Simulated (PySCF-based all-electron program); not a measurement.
CsHS, singlet: all-electron forces

Calculated with an in-house all-electron program built on PySCF, in large uncontracted Gaussian sets near the basis limit; Koelling–Harmon scalar relativity, no spin–orbit coupling, spin-restricted. Forces are good to about 0.006 eV/Å. Atoms are numbered as listed.

Shape A:

```xyz
3

Cs    0.0000    0.0000    0.0000
S     0.0000    0.0000    3.0810
H     1.3332    0.0000    3.3233
```

PBE forces:

```json
{"atom": "Cs1", "Fx": "0.015", "Fy": "0.000", "Fz (eV/Å)": "0.117"}
{"atom": "S2", "Fx": "0.018", "Fy": "0.000", "Fz (eV/Å)": "-0.076"}
{"atom": "H3", "Fx": "-0.033", "Fy": "0.000", "Fz (eV/Å)": "-0.041"}
```

Shape B:

```
atom   x (Å)   y (Å)   z (Å)
  Cs  0.0000  0.0000  0.0000
   S  0.0000  0.0000  2.7729
   H  1.3332  0.0000  3.0152
```

Against shape A, Cs1–S2 goes from 3.081 to 2.773 Å.

Task: What forces does PBE give in shape B?

Result: 

```csv
atom,Fx,Fy,Fz (eV/Å)
Cs1,-0.001,0.000,-1.534
S2,0.043,0.000,1.539
H3,-0.042,0.000,-0.005
```

Task: What forces does HSE06 give in shape B?

Result: The forces move by 0.219 eV/Å (r.m.s. over the atoms) from PBE.

```tsv
atom	Fx	Fy	Fz (eV/Å)
Cs1	-0.001	0.000	-1.558
S2	0.304	0.000	1.611
H3	-0.303	0.000	-0.053
```

Shape C:

```xyz
3

Cs    0.0000    0.0000    0.0000
S     0.0000    0.0000    2.4960
H     1.3295    0.0000    2.7304
```

Against shape A, Cs1–S2 goes from 3.081 to 2.496 Å.

Task: What forces does PBE give in shape C?

Result: 

```csv
atom,Fx,Fy,Fz (eV/Å)
Cs1,-0.028,0.000,-4.946
S2,-0.036,0.000,4.882
H3,0.064,0.000,0.064
```

Shape D:

```xyz
3

Cs    0.0000    0.0000    0.0000
S     0.0000    0.0000    2.4648
H     1.3332    0.0000    2.7071
```

Against shape A, Cs1–S2 goes from 3.081 to 2.465 Å.

Task: What forces does PBE give in shape D?

Result: 

```
atom      Fx     Fy  Fz (eV/Å)
 Cs1  -0.034  0.000     -5.514
  S2   0.092  0.000      5.461
  H3  -0.058  0.000      0.053
```
